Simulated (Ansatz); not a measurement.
C₂H₉GeN (SMILES C[CH2][GeH2][NH2]), singlet, at a GFN2-xTB geometry; PBE/6-31G (Ansatz, a program for electronic structure).

Ansatz was given this input:
Ansatz 0.2 input:
```yaml
crystal:
  periodic: [false, false, false]
  atoms:
    - {symbol: Ge, position_ang: [0.50219129, -0.32676263, 0.32126405]}
    - {symbol: N, position_ang: [1.39916931, 0.93203031, -0.63538690]}
    - {symbol: C, position_ang: [-1.31033147, -0.50465868, -0.45082683]}
    - {symbol: C, position_ang: [-2.15684278, 0.75176450, -0.29283999]}
    - {symbol: H, position_ang: [1.33378259, -1.57146592, 0.17121810]}
    - {symbol: H, position_ang: [0.43252732, -0.01544119, 1.80957614]}
    - {symbol: H, position_ang: [0.94735518, 1.83117291, -0.72519599]}
    - {symbol: H, position_ang: [2.36375026, 1.09125575, -0.38185213]}
    - {symbol: H, position_ang: [-1.20972015, -0.74987726, -1.50920570]}
    - {symbol: H, position_ang: [-1.81769000, -1.34626907, 0.02306230]}
    - {symbol: H, position_ang: [-2.25063037, 1.02155312, 0.75828610]}
    - {symbol: H, position_ang: [-3.15708866, 0.59952822, -0.69615898]}
    - {symbol: H, position_ang: [-1.70354710, 1.58910044, -0.82046993]}
basis:
  gaussian:
    orbitals: 6-31G
hamiltonian:
  xc: pbe
```

What does Ansatz print? Leave out banner, timings and long lists.


```
Functional definition: PBE
925 factors; integrals over basis functions are off by at most 4.4e-4 eV
mean field evaluation 1: about -60190.4173 eV, gradient 8.1e1 eV
mean field evaluation 2: about -60150.3005 eV, gradient 1.4e2 eV
mean field evaluation 4: about -60204.4645 eV, gradient 1.3e1 eV
mean field evaluation 8: about -60204.8306 eV, gradient 1.8e-1 eV
mean field evaluation 16: about -60204.8307 eV, gradient 2.5e-5 eV
mean field -60204.83066915 eV, -2212.4867187912 hartree, gradient 2.5e-5 eV, S^2 0.000000; 0 other end points of the search recorded, 0 dependent functions left out
reference -60204.83070504 eV, -2212.4867201103 hartree; 30, 30 occupied and 44, 44 virtual orbitals, 925 factors
Total energy: -60204.83070504 eV, -2212.4867201103 hartree
```
